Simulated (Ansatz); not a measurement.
System: NH₃ (charge +1, doublet). 
Geometry from a B3LYP-D3(BJ)/def2-TZVP (Ansatz, a program for electronic structure) optimisation:
```xyz
4

N      0.0000     0.0000     0.0000
H      1.0252    -0.0231    -0.0127
H     -0.4924     0.8992     0.0245
H     -0.5328    -0.8762    -0.0118
```
Charge +1, spin multiplicity 2.

Quantity: vertical electron affinity (to the singlet state of charge +0; a negative value means that the extra electron is unbound and the number depends on the basis; each state is the SCF solution reached for its spin; the molecule has degenerate orbitals, so one determinant may break the symmetry), in eV. Cores are frozen in the correlated levels unless marked. Open shells are spin-unrestricted. No spin-orbit coupling. No relativistic terms. CBS(X,Y): correlation extrapolated as X^-3; Hartree-Fock from the larger set.

```tsv
level	program	vertical electron affinity (eV)	minus last row
HF/aug-cc-pVDZ	Ansatz	8.31	-1.63
HF/def2-SVPD	Ansatz	8.37	-1.57
HF/def2-QZVPPD	Ansatz	8.31	-1.63
r2SCAN/def2-TZVPD	Ansatz	9.70	-0.24
wB97M-V/def2-TZVPD	Ansatz	9.91	-0.03
MP2/aug-cc-pVDZ	Ansatz	9.80	-0.14
MP2/aug-cc-pVQZ	Ansatz	10.03	0.09
MP2/CBS(aug-cc-pVTZ,aug-cc-pVQZ)	Ansatz	10.07	0.13
RI-MP2/aug-cc-pVTZ	Ansatz	9.97	0.03
SCS-MP2/aug-cc-pVTZ	Ansatz	9.90	-0.04
SCS-MP2/aug-cc-pVQZ	Ansatz	9.97	0.03
CCSD/aug-cc-pVQZ	Ansatz	9.80	-0.14
CCSD(T)/aug-cc-pVTZ	Ansatz	9.85	-0.09
CCSD(T)/def2-QZVPPD	Ansatz	9.88	-0.06
CCSD(T)/CBS(aug-cc-pVTZ,aug-cc-pVQZ)	Ansatz	9.94	0.00
```
